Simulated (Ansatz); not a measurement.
The cluster Mg6N3, relaxed as a doublet with UKS r2SCAN-D4/def2-SVP in Ansatz, starting from the GFN2-xTB geometry. Force threshold 0.02 eV/Å.

The charge 0 doublet is spin-contaminated (final ⟨S²⟩ up to 1.06, 0.75 for a pure state). The structure comes from a short search, and lower isomers may exist.

Start:

```xyz
9

Mg   -0.1818   -0.4691   -1.8432
Mg    2.1267   -0.0656   -0.4202
Mg    0.2386   -1.2917    1.0573
Mg   -2.5998   -1.7610    0.8884
Mg    1.0040    2.1595    0.3357
Mg   -1.1989    0.9042    0.2918
N     0.7587    1.0818   -1.3038
N    -1.1903   -0.9637   -0.2488
N     1.0428    0.4058    1.2429
```

Question: Estimate the energy that the relaxation releases and the steps that it takes.

Answer: 35.0 kcal/mol, in 12 steps; 3.5 min on 2 threads of AMD EPYC 7R13 on a shared host. No frequencies were taken in this run, so the end may be a saddle point.

Question: Does the start keep its bonding and symmetry?

Answer: Bonds formed: Mg2–N8 (atoms count from 1). Metal–metal contacts that move far: Mg1–Mg3 3.04 to 4.22 Å, Mg2–Mg6 3.54 to 2.68 Å, Mg4–Mg6 3.07 to 3.86 Å.

Question: Predict the relaxed structure.

Answer: 
```xyz
9

Mg   -0.904   -0.059   -2.016
Mg    1.217   -0.533   -0.410
Mg    0.057   -0.950    1.995
Mg   -2.097   -2.485   -0.049
Mg    1.729    2.056    0.043
Mg   -0.741    1.096    0.421
N     0.465    1.234   -1.327
N    -0.835   -0.994   -0.021
N     1.110    0.636    1.365
```
Bond lengths (bridged metal pairs left out): 13 × Mg–N 1.95 to 2.20 Å.
